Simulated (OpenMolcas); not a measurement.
# Te I: effect of the IPEA shift

* Program: OpenMolcas 26.06
* Basis: ANO-RCC-VTZP [7s6p4d2f1g]
* Scalar Hamiltonian: DKH2, point nucleus
* Active space: 4 electrons in 3 orbitals (5p)
* State averaging: 2S+1 = 3 even, 3 roots; 2S+1 = 1 even, 6 roots
* Spin-orbit coupling: RASSI with atomic mean-field integrals over the reference wave functions, term energies averaged over their components

Methods on the same reference wave functions:
A. CASSCF
B. SS-CASPT2, IPEA 0 Eh, imaginary shift 0.1 Eh (closed shells correlated: 4d 5s)
C. SS-CASPT2, IPEA 0.25 Eh, imaginary shift 0.1 Eh (closed shells correlated: 4d 5s)

Energies in cm⁻¹ above 5s² 5p⁴ ³P₂, the measured ground level; measured values from NIST Handbook of Basic Atomic Spectroscopic Data.

| Level | A | B | C | Measured |
| --- | --- | --- | --- | --- |
| 5s² 5p⁴ ³P₂ | 0.0 | 0.0 | 0.0 | 0.0 |
| 5s² 5p⁴ ³P₁ | 4184 | 4260 | 4290 | 4751 |
| 5s² 5p⁴ ³P₀ | 4746 | 4560 | 4580 | 4706 |
| 5s² 5p⁴ ¹D₂ | 12345 | 10970 | 10630 | 10558 |
| 5s² 5p⁴ ¹S₀ | 27040 | 23450 | 23460 | 23198 |

Deviations, from unrounded energies. A percentage is the sum of absolute deviations over the sum of measured energies, with the sign that they share, or ± where signs differ.

```tsv
Against measurement	Levels	A	B	C
mean absolute deviation (cm-1)	4	1600	320	230
fine structure of the ground term (%)	2	±6.4	-6.7	-6.2
other terms of the ground configuration (%)	2	+16.7	+2.0	+1.0
```

C lies closest to measurement on these levels and A furthest from it. The largest miss of C in the table is 5s² 5p⁴ ³P₁, by -470 cm-1. The ranking rests on the paired levels alone, and a cruder setting can come out closer through cancelling errors.

Between B and C the level of the table that moves most is 5s² 5p⁴ ¹D₂, by 340 cm-1 (lowest in C, highest in B). Moves below CASPT2's spread within the term are not significant.

The mean deviations of B to C differ by less than CASPT2's widest spread within a term (160 cm-1), so their order carries little weight.

From A to B the spin-free energies of the other terms of 5s² 5p⁴ shown, above ³P, scale by factors of 0.83 to 0.84.

The lowest spin-free term lies below A's lowest term by 0.549 hartree in B, 0.540 hartree in C.

Term energies are means over components that CASPT2 splits; among the terms shown or strongly mixed into the levels shown the widest spread is 160 cm-1 (5s² 5p⁴ ¹D, C). With the s shell closed, the reference lacks s² → p² mixing. Computed and measured levels are paired by configuration, term and J; levels that our copy of the source lacks, or whose pairing is in doubt (as where it misses far off the trend of its configuration), stay unpaired and out of the deviations. Only configurations of the active space appear.
